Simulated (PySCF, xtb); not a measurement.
BFClBr, SMILES FB(Cl)Br.

Geometry: TPSSh-D3(BJ)/def2-SVP.

Computed with IEF-PCM-ωB97X/def2-SVP (PySCF).

The values are the electrostatic part of the solvation free energy, E(continuum) − E(gas) at the gas-phase geometry, in a cavity of scaled van der Waals radii (PySCF's table); cavitation and dispersion terms are not included. In vacuum the orbital gap is 12.50 eV. The dipole moment in vacuum is 0.22 D.

| solvent | ε | ΔG(elec) (kcal/mol) | dipole (D) | gap (eV) |
|---|---|---|---|---|
| water | 78.36 | -0.9 | 0.23 | 12.59 |
| dichloromethane | 8.93 | -0.8 | 0.23 | 12.57 |
| acetone | 20.49 | -0.8 | 0.23 | 12.58 |

For comparison, GFN2-xTB/ALPB(water) (xtb, at the GFN2-xTB geometry, all terms of that model) gives 0.0 kcal/mol.
